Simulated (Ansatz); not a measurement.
The cluster Ga3N3⁻ (the lowest doublet isomer of a short search). The state is a doublet with charge -1. Geometry PBE-D4/def2-SVPD, basis def2-TZVPD, Ansatz.

```xyz
6

Ga   -0.609   -0.546    0.131
Ga   -1.523   -2.962   -2.357
Ga   -0.219    1.039    2.154
N     2.144    2.408    0.341
N     1.292    1.808    0.812
N    -1.087   -1.747   -1.082
```

| run | HOMO (eV) | LUMO (eV) |
| --- | --- | --- |
| A | -0.59 | 1.58 |
| B | 0.18 | 0.91 |
| C | 0.13 | 0.80 |
| D | -2.54 | 3.57 |
| E | -0.14 | 0.99 |

LC-ωPBE has ω = 0.4 bohr⁻¹. The structure comes from a short search, and lower isomers may exist.

HOMO and LUMO are taken over both spins.

Q: The runs used LC-ωPBE, PBE, PBE0, r2SCAN, revPBE. Estimate which is which.

A: A PBE0 (25 % exact exchange); B revPBE (0 % exact exchange); C PBE (0 % exact exchange); D LC-ωPBE (range-separated); E r2SCAN (0 % exact exchange). Exact exchange lowers occupied and raises empty levels; among semilocal functionals meta-GGAs tend to open the gap a little, and such runs are hard to tell apart. The gap grows from 0.67 eV (PBE) to 6.11 eV (LC-ωPBE). At revPBE-D4/def2-TZVPD, PBE-D4/def2-TZVPD the highest occupied level of the charge -1 doublet lies above zero (up to 0.18 eV). It is a level of α spin, whose loss leaves a singlet; that state wasn't run at this geometry and level. The electron is either unbound and held by the finite basis, or the level is raised by self-interaction error.
